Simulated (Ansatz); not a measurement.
Ansatz results at the PBE0-D4/def2-TZVP geometry: size of the dipole moment (PBE/def2-TZVPP) 2.45 D; HOMO energy (B3LYP/def2-TZVPP) -6.56 eV; size of the dipole moment (ωB97M-V/def2-TZVPP) 2.72 D.

Each molecule was computed in one conformer, which needn't be the lowest.

(1) Which molecule gave them?
A. `CBOC(=O)O`
B. `C=[N][SbH][SiH2]O`
C. `C1[SiH2]C[SiH2][SiH2]1`
D. `NB(O)[SeH]`

Answers

(1) B. The others give `CBOC(=O)O`: 1.04, -8.45, 1.01; `C1[SiH2]C[SiH2][SiH2]1`: 0.98, -7.50, 0.93; `NB(O)[SeH]`: 3.70, -6.42, 3.81.

B3LYP here is the variant with VWN-RPA as its local correlation; programs differ in this.
